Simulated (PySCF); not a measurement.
O²⁺ (oxygen, charge +2) across methods

[He] 2s2 2p2, high-spin 3P determinant. All numbers are calculated (PySCF 2.14, the spin-free X2C one-electron Hamiltonian (Gaussian nucleus), in an uncontracted even-tempered set (22 s from 0.062 bohr⁻², ratio 2.2; 13 p from 0.081 bohr⁻², ratio 2.2; 6 d from 1.1 bohr⁻², ratio 2.4; 6 f from 1.6 bohr⁻², ratio 2.4; 5 g from 2.4 bohr⁻², ratio 2.4)).

```csv
method,E (hartree),mean ε 2s α (eV),mean ε 2s β (eV),mean ε 2p α (eV),Σ⟨r²⟩ (bohr²),⟨S²⟩
TPSS,-73.3519,-60.569,-55.697,-45.460,5.049,2.002
PBE0,-73.2702,-63.249,-57.582,-47.893,5.052,2.002
PBE,-73.2560,-59.809,-55.434,-45.058,5.071,2.001
r2SCAN,-73.3091,-61.234,-55.672,-46.121,5.039,2.003
UHF,-73.15946,-72.806,-62.389,-55.788,5.033,2.004
M06,-73.3099,-62.719,-57.832,-47.498,5.038,2.001
```

(1) Estimate the same row for LDA.

Results:

(1) E (hartree) = -72.7612; mean ε 2s α (eV) = -59.537; mean ε 2s β (eV) = -55.266; mean ε 2p α (eV) = -44.983; Σ⟨r²⟩ (bohr²) = 5.096; ⟨S²⟩ = 2.001.
